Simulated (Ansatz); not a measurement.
Br3HSn, SMILES `[Br][SnH]([Br])[Br]` at its PBE0-D4/def2-TZVP geometry, where that method's forces vanish. The species carries charge 0 and has multiplicity 1. Sn takes the def2 core potential.

```tsv
atom	x (Å)	y (Å)	z (Å)
Br1	-0.179	-1.800	1.570
Sn2	0.149	0.096	0.047
Br3	0.364	-0.785	-2.233
Br4	-1.860	1.503	0.136
H5	1.526	0.985	0.481
```

Question: For each bond, give half the difference of the two atoms' forces along it (eV/Å; positive pushes the atoms apart) under PBE-D4, r2SCAN-D4, B3LYP-D4, ωB97M-V in def2-TZVPP. (An estimate is asked.)

Answer: Ansatz gave: 
| bond | length (Å) | PBE-D4 | r2SCAN-D4 | B3LYP-D4 | ωB97M-V |
| --- | --- | --- | --- | --- | --- |
| Br1–Sn2 | 2.454 | 0.20 | 0.06 | 0.21 | -0.04 |
| Sn2–Br3 | 2.454 | 0.20 | 0.06 | 0.21 | -0.04 |
| Sn2–Br4 | 2.454 | 0.20 | 0.06 | 0.21 | -0.04 |
| Sn2–H5 | 1.696 | 0.05 | -0.03 | -0.09 | -0.10 |

B3LYP here is the variant with VWN-RPA as its local correlation; programs differ in this.
